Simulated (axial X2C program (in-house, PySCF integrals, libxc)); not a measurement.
HfS⁺: from Re and ωe to a spectrum

A bond curve at the LDA level, 2c, was computed with an axial X2C code built on PySCF integrals (basis Hf dyall-cv3z [13s14p9d7f4g], S dyall-av3z [9s8p3d2f] (cores contracted in-house)) for the state Ω = 1/2 (⟨Sz⟩ = 0.50, ⟨Lz⟩ = 0.00 at LDA). Its fit gives Re = 2.1127 Å, ωe = 563.2 cm⁻¹, ωexe = 1.25 cm⁻¹ and αe = 4.091e-04 cm⁻¹; the masses are 179.9465 and 31.9721 u. Two-component means X2C with spin–orbit coupling and atomic mean-field Coulomb and Gaunt terms.

**Question.** Find the reduced mass, Be and the force constant.

**Answer.** From the LDA values: μ = 27.1485 u. Be = 16.8576/(μ Re²) = 0.1391 cm⁻¹. k = 5.8918×10⁻⁷ μ ωe² = 5.07 mdyn/Å.

**Question.** Estimate the centrifugal constant by the Kratzer relation.

**Answer.** D = 4Be³/ωe² = 3.40e-08 cm⁻¹.

**Question.** A Morse curve ties αe to the other constants (Pekeris). How well does that hold?

**Answer.** αe(Morse) = 6Be²/ωe × (√(ωexe/Be) − 1) = 4.118e-04 cm⁻¹; the LDA curve gives 4.091e-04 cm⁻¹, a ratio of 1.01.

**Question.** Where do the fundamental and the first overtone lie?

**Answer.** ν(1←0) = ωe − 2ωexe = 560.7 cm⁻¹; ν(2←0) = 2ωe − 6ωexe = 1118.9 cm⁻¹.

One determinant describes the state; a PBE0 search over occupations chose it and may have missed a lower one. Density functionals use the spin component along the axis (collinear).
